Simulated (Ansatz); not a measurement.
Reaction (formal exchange of groups at a C–O bond): `C[O][In]([OH])[SH]` + `COCCCl` → `CCOCCCl` + `[OH][In]([OH])[SH]`

Computed with Ansatz on PBE0-D4/def2-TZVP structures; ΔE is electronic, products minus reactants. CBS: MP2 limit from def2 TZ/QZ plus the TZ coupled-cluster correction, frozen cores. DFT in def2-TZVPP. def2 core potentials past Kr. For In outer-core shells are correlated without core-valence functions, which leaves a few kJ/mol of doubt a bond. One conformer a species, not always the lowest.

`C[O][In]([OH])[SH]`:

Z-matrix (Å, degrees):
```
C
O 1 1.409
H 1 1.095 2 108.5
H 1 1.097 2 113.5 3 119.8
H 1 1.097 2 111.3 3 -118.5
In 2 1.970 1 121.7 3 -151.3
S 6 2.362 2 119.9 1 -176.1
O 6 1.978 2 113.7 1 5.0
H 7 1.345 6 91.9 2 0.9
H 8 0.960 6 113.4 2 178.3
```

`COCCCl`:

```xyz
12

C     0.926   -0.357   -1.409
O     1.152    0.218   -0.148
C     0.000    0.749    0.452
C    -0.808   -0.328    1.151
Cl   -2.235    0.396    1.929
H     0.479    0.368   -2.102
H     0.275   -1.239   -1.360
H     1.896   -0.667   -1.800
H    -0.628    1.268   -0.284
H     0.332    1.485    1.188
H    -0.216   -0.811    1.927
H    -1.172   -1.083    0.455
```

`CCOCCCl`:

Z-matrix (Å, degrees):
```
C
C 1 1.507
H 1 1.092 2 110.5
H 1 1.092 2 110.3 3 120.1
H 1 1.092 2 110.6 3 -120.0
O 2 1.411 1 108.5 3 59.3
H 2 1.100 1 110.7 3 -60.8
H 2 1.099 1 110.2 3 -179.2
C 6 1.402 2 114.3 1 -178.0
C 9 1.517 6 111.3 2 -84.3
H 9 1.098 6 111.3 2 38.5
H 9 1.092 6 107.3 2 156.3
Cl 10 1.780 9 109.9 6 -178.8
H 10 1.089 9 112.0 6 62.3
H 10 1.089 9 110.7 6 -59.9
```

`[OH][In]([OH])[SH]`:

Cartesian coordinates in Å:
```
O -0.595 -1.735 -0.905
In -0.057 -0.037 -0.045
O 1.670 -0.131 0.905
S -1.287 1.979 -0.082
H -1.436 -1.684 -1.367
H 2.063 -1.006 0.841
H -0.358 2.615 0.653
```

| level | ΔE (eV) |
| --- | --- |
| PBE0 | -0.78 |
| SCS-MP2/def2-QZVPP | -0.80 |

**Question.** What does CCSD(T)/CBS give? (An estimate is asked.)

**Answer.** The calculation gave: -0.80 eV. The listed levels differ from it by 0.02, 0.00 eV.

Largest T1 diagnostic among the species: 0.016.

In def2-TZVPP, CCSD(T) changes the Hartree–Fock value by −0.08 eV (the triples alone add −0.00 eV) and MP2 by −0.13 eV.
